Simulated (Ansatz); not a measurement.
**SiHCl2OF (SMILES O[Si](F)(Cl)Cl): the energy to break a bond**

SiHCl2OF has 6 atoms, charge 0, and is taken as a singlet. SMILES: `O[Si](F)(Cl)Cl`. The shape was relaxed beforehand at r2SCAN/def2-SVP. This is one conformer, not always the lowest.

```xyz
6

O    -0.5224    0.4639    1.1326
Si    0.2160    0.0155   -0.2509
F     1.6032   -0.7400    0.0508
Cl   -0.9298   -1.2819   -1.3368
Cl    0.6219    1.6982   -1.3074
H    -0.9467   -0.2199    1.6656
```

Wanted: the dissociation energy of the Cl4–Si2 bond into doublet Cl and doublet SiHClOF (shapes relaxed at r2SCAN/def2-SVP, no zero-point term). 1 Eh = 2625.50 kJ/mol = 27.2114 eV. Totals in Eh; open shells run unrestricted unless said.

```tsv
level	program	SiHCl2OF	doublet Cl	doublet SiHClOF
SVWN5/def2-SVP	Ansatz	-1379.978093	-458.486443	-921.286886
wB97M-V/def2-SVP	Ansatz	-1385.160379	-459.967660	-925.002396
B2PLYP/def2-SVP, 17 core orbitals frozen	Ansatz	-1384.700973	-459.846821	-924.678216
```

Task: Work out the dissociation energy at each level.

Result: 
1. SVWN5/def2-SVP: (-458.486443) + (-921.286886) − (-1379.978093) = 0.204764 Eh = 537.6 kJ/mol = 5.57 eV.
2. wB97M-V/def2-SVP: (-459.967660) + (-925.002396) − (-1385.160379) = 0.190323 Eh = 499.7 kJ/mol = 5.18 eV.
3. B2PLYP/def2-SVP: (-459.846821) + (-924.678216) − (-1384.700973) = 0.175936 Eh = 461.9 kJ/mol = 4.79 eV.

The levels span 462 to 538 kJ/mol; no measured value is set beside them. A bond enthalpy at 298 K also holds the loss of zero-point energy and thermal terms.
